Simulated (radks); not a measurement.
Q: Numerical settings for the gallium ion Ga2+, [Ar] 3d10 4s1. Method: non-relativistic Kohn-Sham, PBE, spin-unpolarised, spherical densities, point nucleus; computed with a radial shooting solver on a logarithmic mesh with Libxc functionals. The defaults (mesh step 0.008 in ln r, mesh end at 40 bohr or more with all orbitals vanishing there, Anderson mixing 0.5 over 9 steps, residual threshold near 1e-9 with the energy settled to 1e-9 hartree or 1e-11 of itself, here a cap of 92 iterations) give E = -1923.5904 hartree and 4s at -25.625 eV in 15 iterations. Run on one thread of a shared host, so times are rough (Arm Neoverse V1): 0.08 s of CPU time, 0.08 s wall, 15 iterations on 2486 mesh points. One setting is changed at a time: mesh step in ln r 0.05; mesh step in ln r 0.03; mesh step in ln r 0.2; mesh end (bohr) 12; mesh end (bohr) 8; residual threshold 0.1; residual threshold 0.01; mixing 1.5; linear mixing, mixing 1; linear mixing, mixing 0.05; mixing history 2; iteration cap 5. Which runs fail to converge, and which converge to a wrong energy?

A: Not converged within the cap: mesh step in ln r 0.2; linear mixing, mixing 1; linear mixing, mixing 0.05; iteration cap 5. No run marked as converged misses the energy by more than 1 mhartree.
